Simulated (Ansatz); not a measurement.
`FC1=C(F)C(F)C1` + H₂ → `FC1=CC(F)C1` + H–F at 700 K and 1 bar (hydrogenolysis of a C–F bond).

Isolated molecules relaxed with PBE0-D4/def2-TZVP in Ansatz; ΔE leaves out vibrations. CCSD(T)/CBS adds triple-zeta CCSD(T) − MP2 to the extrapolated MP2 energy (def2 sets, frozen cores). This one scheme is used for every species.

```json
{"species": "`FC1=C(F)C(F)C1`", "CCSD(T)/CBS energy (Eh)": "-453.30902", "H − E (kJ/mol)": "241.6", "S (J/(mol·K))": "434.8"}
{"species": "H₂", "CCSD(T)/CBS energy (Eh)": "-1.17544", "H − E (kJ/mol)": "46.8", "S (J/(mol·K))": "155.3"}
{"species": "`FC1=CC(F)C1`", "CCSD(T)/CBS energy (Eh)": "-354.13274", "H − E (kJ/mol)": "255.0", "S (J/(mol·K))": "407.2"}
{"species": "H–F", "CCSD(T)/CBS energy (Eh)": "-100.39570", "H − E (kJ/mol)": "45.2", "S (J/(mol·K))": "198.5"}
```

H − E and S are ideal-gas, rigid-rotor, harmonic terms from PBE0-D4/def2-TZVP, for one conformer and one mirror image of each species. The MP2-based limit puts H₂ 0.8 mEh under its directly extrapolated value; such offsets cancel only in part. 1 Eh = 2625.50 kJ/mol, R = 8.31446 J/(mol·K).

Task: By hand: ΔE, ΔH, ΔS and ΔG.

Result: ΔE = (-354.13274) + (-100.39570) − (-453.30902) − (-1.17544) = -0.04398 Eh = -115.5 kJ/mol. Δ(H − E) = 255.0 + 45.2 − 241.6 − 46.8 = 11.8, so ΔH = -103.7 kJ/mol. ΔS = 407.2 + 198.5 − 434.8 − 155.3 = 15.6 J/(mol·K). ΔG = -103.7 − 700 × (15.6)/1000 = -114.6 kJ/mol.

Task: By hand: the equilibrium constant, and the temperature at which ΔG would vanish if ΔH and ΔS stayed fixed.

Result: log₁₀ K = −ΔG/(RT ln 10) = 8.6. ΔH and −TΔS have one sign here, so there is no such temperature.

ΔH outweighs TΔS. A doubt of 5 kJ/mol in ΔE shifts log₁₀ K by 0.4 here. Other conformers and mirror images would add mixing entropy, several J/(mol·K) or more a flexible species. These are equilibria of isolated gas molecules and say nothing of rates. Largest T1 diagnostic: 0.012 (customary marks: 0.02 for closed shells, 0.045 for open ones).
